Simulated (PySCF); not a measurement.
**Spin states of GeF**

Unrestricted PBE0; basis Ge 6-31G(d,p), F 6-31G(d,p); no relativity; PySCF 2.14. Outer shells of the fragments: Ge 3d10 4s2 4p2; F 2s2 2p5.

Followed along the bond (rough minima from three points):

```csv
2Ms+1,unpaired,⟨S²⟩ at the start,R at minimum (Å),Te (eV)
2,π ↑,0.75,1.76,0.00
4,"σ ↑, π ↑↑",3.75,1.79,4.01
```

Solutions found at the starting distance of 1.775 Å, counted from the lowest of them; the search is not exhaustive and high or unbound solutions are not listed, so other states can lie among these:

```tsv
2Ms+1	unpaired	term	E (eV)	⟨S²⟩	⟨Lz²⟩	μ (D)
2	π ↑	²Π	0.00	0.75	1.01	-1.75
2	σ ↑	²Σ⁺	3.06	0.75	0.00	-1.48
4	σ ↑, π ↑↑	⁴Σ⁻	4.01	3.75	0.00	-1.70
2	σ ↑, π ↑↓	mixed	5.07	1.76	2.01	-1.24
2	σ ↓, π ↑↑	mixed	5.32	1.77	0.00	-0.77
4	π ↑↑↑	⁴Π	6.73	3.76	1.00	2.68
```

A term symbol is given only where ⟨S²⟩ and ⟨Lz²⟩ are close to those of a pure state; real π, δ and φ orbitals otherwise mix terms. A positive dipole means Ge(−)F(+).

Spin–orbit coupling is left out. Counting both spins, an empty level lies below a filled one in some of these solutions, because spin and occupation are held.
